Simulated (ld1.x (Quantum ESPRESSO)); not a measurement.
# W (Z = 74): TM semilocal pseudisation with PBE, scalar-relativistic reference atom.

| Quantity | Value |
| --- | --- |
| Element | W (Z = 74) |
| Generator | ld1.x (Quantum ESPRESSO) 7.5 |
| Type | norm-conserving Troullier–Martins (semilocal form) |
| Functional | PBE |
| Relativity | scalar-relativistic |
| Frozen core | [Kr] 4d10 4f14 5s2 |
| Valence charge | 12 |
| Reference configuration | 5p6 5d4 6s1 6p1 |
| Partial waves | 6s (bound): rc 2.50 bohr; 5p (bound): rc 2.10 bohr; 5d (bound): rc 2.60 bohr |
| Local potential | the d channel |
| Core correction | Bessel-smoothed model core inside 2.10 bohr |

Occupied shells without a wave of their own: 6p. They enter only through the test configuration that unscreens the potential, and ld1.x also counts them in the model core charge.

Task: Does the generator finish with these settings?

Result: Yes, a potential is produced.

Task: Estimate the cutoffs (Ry, on a coarse ladder) from which the occupation-weighted sum of valence levels, in a spherical-Bessel basis at the reference potential, stays within 10 and 1 mRy of its value at 400 Ry.

Result: 30 Ry and 45 Ry.

Task: Tests: 5p6 5d4 6s2 6p0; 5p6 5d4 6s1 6p0; 5p6 5d4 6s0 6p0; 5p6 5d5 6s0 6p0; 5p6 5d3 6s2 6p0; 5p5 5d4 6s2 6p0; 5p6 5d4 6s0 6p2. Which has the largest error in its energy relative to the reference configuration, and how large is it?

Result: 5p5 5d4 6s2 6p0, with -795 meV (all-electron minus pseudo) on +44.45 eV.

ld1.x takes every shell without a wave as core, so the model core holds the 6p electrons as well and exchange and correlation see them twice. This cancels in the reference configuration, but the file is broken for other ones, and its errors say nothing about a proper core correction.
